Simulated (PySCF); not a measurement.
**SMILES C[C@H]1CC[Si@@H]1CCl, C₅H₁₁ClSi**

Geometry:
| atom | x (Å) | y (Å) | z (Å) |
| --- | --- | --- | --- |
| C1 | -0.962 | 1.802 | -0.884 |
| C2 | -0.607 | 0.695 | 0.096 |
| C3 | -1.571 | -0.512 | 0.093 |
| C4 | -0.558 | -1.670 | 0.172 |
| Si5 | 0.864 | -0.477 | -0.280 |
| C6 | 2.377 | -0.430 | 0.883 |
| Cl7 | 3.372 | 0.979 | 0.431 |
| H8 | -1.925 | 2.243 | -0.632 |
| H9 | -0.210 | 2.587 | -0.866 |
| H10 | -1.022 | 1.411 | -1.898 |
| H11 | -0.552 | 1.128 | 1.098 |
| H12 | -2.120 | -0.549 | -0.846 |
| H13 | -2.294 | -0.502 | 0.908 |
| H14 | -0.776 | -2.488 | -0.509 |
| H15 | -0.498 | -2.089 | 1.174 |
| H16 | 1.341 | -0.507 | -1.664 |
| H17 | 3.011 | -1.306 | 0.779 |
| H18 | 2.121 | -0.308 | 1.932 |

Level of theory: TDDFT B3LYP/def2-SVPD circular dichroism and optical rotation, one conformer, gas phase (PySCF 2.14.0). Geometry: GFN2-xTB.

The molecule is flexible and this is one conformer; a measurement averages over conformers.

(1) What are the CIP labels of the stereocentres?

(2) Which excitations and rotatory strengths does the calculation give?

## Answers

(1) C2 S, Si5 S.

(2) Rotatory strengths R in 10⁻⁴⁰ esu² cm², velocity form and length form (origin at the centre of mass); f in length form.
| state | E (eV) | λ (nm) | f | R (velocity) | R (length) | main |
| --- | --- | --- | --- | --- | --- | --- |
| 1 | 6.19 | 200 | 0.025 | +31.7 | +29.2 | HOMO→LUMO 0.87, HOMO−1→LUMO 0.10 |
| 2 | 6.45 | 192 | 0.067 | -36.6 | -35.1 | HOMO−1→LUMO 0.86, HOMO→LUMO 0.11 |
| 3 | 6.88 | 180 | 0.010 | -35.0 | -31.7 | HOMO→LUMO+2 0.50, HOMO→LUMO+1 0.23 |
| 4 | 6.89 | 180 | 0.022 | -22.1 | -20.1 | HOMO−1→LUMO+1 0.38, HOMO→LUMO+1 0.33 |
| 5 | 6.95 | 178 | 0.006 | +8.9 | +7.8 | HOMO−2→LUMO 0.90 |
| 6 | 7.01 | 177 | 0.001 | -8.5 | -10.0 | HOMO−1→LUMO+1 0.29, HOMO−3→LUMO 0.22 |
| 7 | 7.04 | 176 | 0.011 | -3.7 | -4.3 | HOMO−3→LUMO 0.26, HOMO−1→LUMO+1 0.20 |
| 8 | 7.10 | 175 | 0.037 | +45.2 | +43.9 | HOMO−1→LUMO+2 0.73, HOMO→LUMO+2 0.13 |

Among the states computed, the strongest CD band (largest |R|) is state 8. The largest dissymmetry factor in size, g = 4R/(D+G), with D and G the electric and magnetic dipole strengths, is -0.068 for state 6 (velocity form, f = 0.001), among bands with |R| over 0.5. The mirror image has the same energies and oscillator strengths and all R with the opposite sign.
